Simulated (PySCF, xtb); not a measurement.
W(O)(S)(OH)(SH) (H₂O₂S₂W), SMILES [O]=[W]([SH])(=[S])[OH], multiplicity 1. Other conformers were not sampled.

Harmonic wavenumbers (cm⁻¹) from GFN2-xTB (xtb) at its own minimum, in rising order: 106, 115, 130, 146, 181, 218, 302, 398, 496, 507, 533, 534, 869, 2339, 3514.

**Question.** What does B3LYP-D3(BJ)/def2-SVP in PySCF give at its own minimum? (Estimate from the structure and the level; the computed values follow.)

**Answer.** 126, 151, 180, 225, 251, 283, 298, 388, 543, 553, 664, 730, 1009, 2639, 3844. Paired by order, the mean absolute difference is 102 cm⁻¹ and the zero-point energies are 14.9 and 17.0 kcal/mol.
